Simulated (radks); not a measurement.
Values are calculated unless marked as measured or tabulated.
The mean radii <r> (bohr) of the occupied orbitals of an atom or ion are listed with their occupations. Code: a radial shooting solver on a logarithmic mesh with Libxc functionals. Model: scalar-relativistic Kohn-Sham, PBE, spin-unpolarised, spherical densities, point nucleus.

orbital  occ.      <r>
1s          2  0.01711
2s          2  0.07033
2p          3  0.06287

Name the element and its charge.

Answer. Z = 78, platinum, charge +71: Pt71+ in [He] 2s2 2p3. The 1s radius gives Z: for a bare nucleus <r> = (2 gamma + 1)/(2Z) with gamma = sqrt(1 - (Z/c)^2), 0.01695 bohr for Z = 78, and screening makes it slightly larger (0.01711 here). The occupations add up to 7, and the charge is Z minus that.
